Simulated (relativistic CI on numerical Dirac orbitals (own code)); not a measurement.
# Pr XLIV: sensitivity of the levels to the model

Base calculation: Dirac-Coulomb-Breit CI, orbitals from a KLI potential per configuration, model QED (radiative potential, 1s self-energy scaled to tabulated hydrogen-like ionisation energies), unscaled Slater integrals.

CI space (outside the closed core [Ne]): 3s²3p⁴, 3s3p⁵, 3s²3p³3d, 3p⁶, 3s3p⁴3d, 3p⁵3d, 3s3p³3d², 3s²3p²3d4p, 3p⁵4s, 3s3p³3d4s, 3p⁵4p, 3s²3p³4s, 3s²3p²3d², 3s²3p3d³, 3s3p²3d³, 3s²3p3d²4s, 3p⁴3d², 3p³3d³, 3p³3d²4s, 3s²3p²3d4s, 3s3p²3d²4s, 3s²3p3d4s². Double excitations out of closed p, d and f shells are left out; levels of such configurations are missing from the list, as are those of other unlisted configurations, and high levels can miss mixing partners.

Variants: (1) P86 correlation estimate; (2) QED terms removed; (3) one mean potential for all configurations. Shifts of the energy above 3s²3p⁴ ³P2, in eV, for the lowest level and the first level of each name with at least 55 % of one term (blank where a level changes its place among those of its configuration and J or its character, or is not in the variant):

```csv
Level,Base,Δ(1),Δ(2),Δ(3)
3s²3p⁴ ³P2,0.000,0.000,0.000,0.000
3s²3p⁴ ¹S0,14.623,+0.001,+0.003,-0.005
3s²3p⁴ ³P1,116.187,+0.002,-0.177,+0.018
3s²3p⁴ ¹D2,123.971,+0.003,-0.175,+0.015
3s²3p³3d ³P°0,180.886,+0.367,+0.298,-0.023
3s²3p⁴ ³P0,245.779,+0.007,-0.331,+0.031
3s3p⁵ ³P°2,249.274,+0.280,+1.365,+0.080
3s²3p³3d ³G°5,325.081,+0.367,+0.040,-0.030
3s3p⁵ ³P°0,370.254,+0.295,+1.050,+0.070
3s3p⁴3d ⁵F5,438.066,+0.595,+1.933,+0.103
```

At this charge energies of transitions that change n are usually good to better than 1 %, and those within a shell (Δn = 0) to a few per cent.

Ionisation energy from the two ground configurations alone: base 3418.61 eV; P86 correlation estimate 3420.54 eV. The NIST ASD value (theoretical) is 3419 eV.

LS names give the leading component of a level, which can be under half, so a name can repeat, a term be missing and a line seem to break the LS rules.
